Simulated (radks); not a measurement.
Results of a calculation; reference values are marked as such.
Pr LIV, configuration [He] 2s2 2p2.

Code: a radial shooting solver on a logarithmic mesh with Libxc functionals. Model: Dirac Kohn-Sham, LB94 model potential, spin-unpolarised, spherical densities, finite nucleus; open shells fill j = l - 1/2 first; Fermi nuclear charge, rms radius 4.8919 fm.

Energy parts (eV):
kinetic: 160955.78
electron-nucleus: -310825.33
Hartree: 7413.78
(The LB94 potential has no energy functional, so no total or exchange-correlation energy is given.)

Orbitals (lengths in bohr, moments of r in powers of bohr; r(max) is where P^2 peaks):
orbital  occ.  eigenvalue (eV)   r(max)  small-component weight
1s1/2       2        -47034.77  0.01539                4.80e-02
2s1/2       2        -11148.20  0.08523                1.13e-02
2p1/2       2        -10944.35  0.06416                1.13e-02
2p3/2       0        -10402.05  0.06924                1.07e-02

The highest occupied level is 2p1/2 at -10944.3 eV. The electron density at the nucleus is 4.099e+05 e/bohr^3.
